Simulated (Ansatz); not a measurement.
```xyz
12

O    -1.668   -2.128    1.775
Si   -1.034   -0.811    1.044
B     0.012    0.515    1.831
Si    1.092    0.908    0.350
Si    0.619    0.794   -1.936
H    -2.098   -2.786    1.225
H    -1.368   -0.880   -0.403
H     0.334    0.621    2.971
H     2.496    1.397    0.503
H    -0.837    0.712   -2.216
H     1.154    2.029   -2.572
H     1.297   -0.370   -2.570
```

The species carries charge 0 and has multiplicity 1.

(1) List the r2SCAN/def2-TZVPP orbital energies in eV (the Gaussian-basis code of Ansatz). (An estimate is asked.)

Results:

(1) The calculation gave: Occupied: -1791.92, -1791.01, -1790.95, -516.71, -179.62, -142.31, -141.50, -141.44, -97.26, -97.17, -97.05, -96.38, -96.36, -96.34, -96.34, -96.26, -96.21, -27.23, -15.39, -14.45, -13.39, -12.05, -11.06, -9.70, -9.49, -8.97, -8.88, -8.54, -7.53, -7.01, -5.63. Lowest empty: -2.66, -1.50, -0.55, -0.24, 0.16, 0.48, 0.78, 1.24.
